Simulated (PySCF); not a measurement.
W(O)(S)(OH)(SH) (H2O2S2W), SMILES [W](=[S])([OH])(=[O])[SH], multiplicity 1. Atoms are numbered in the order given.

```xyz
7

W      0.0992     0.1849    -0.0717
O      0.6206     1.5080     0.8772
S      1.3519    -1.5283     0.2526
O      0.0691     0.7021    -1.8855
H      0.3202     0.1835    -2.6624
S     -2.0206    -0.4917     0.6943
H     -2.4760     0.7736     0.8844
```
Charge 0, spin multiplicity 1.

Coordinates come from a B3LYP-D3(BJ)/def2-SVP optimisation. The spin state was assumed, not searched. The structure was generated by enumeration; whether it is a known compound was not checked. The def2 effective core potentials stand for the cores of W; spin–orbit coupling is left out. Other conformers were not sampled.

All values below come from r2SCAN/def2-TZVP in PySCF.

Atomic charges (e):

| atom | Löwdin | Mulliken |
|---|---|---|
| W1 | 0.12 | 1.23 |
| O2 | -0.27 | -0.45 |
| S3 | 0.09 | -0.33 |
| O4 | -0.28 | -0.62 |
| H5 | 0.19 | 0.36 |
| S6 | 0.08 | -0.38 |
| H7 | 0.07 | 0.18 |
